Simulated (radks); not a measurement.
The mean radii <r> (bohr) of the occupied orbitals of an atom or ion are listed with their occupations. Method: scalar-relativistic Kohn-Sham, exchange-only PBE, spin-unpolarised, spherical densities, point nucleus; computed with a radial shooting solver on a logarithmic mesh with Libxc functionals.

| orbital | occ. | <r> |
|---|---|---|
| 1s | 1 | 1.662 |

Name the element and its charge.

Answer. Z = 1, hydrogen, charge 0: H in 1s1. The 1s radius gives Z: for a bare nucleus <r> = (2 gamma + 1)/(2Z) with gamma = sqrt(1 - (Z/c)^2), 1.5 bohr for Z = 1, and the self-interaction of the functional makes it slightly larger (1.662 here). The occupations add up to 1, and the charge is Z minus that.
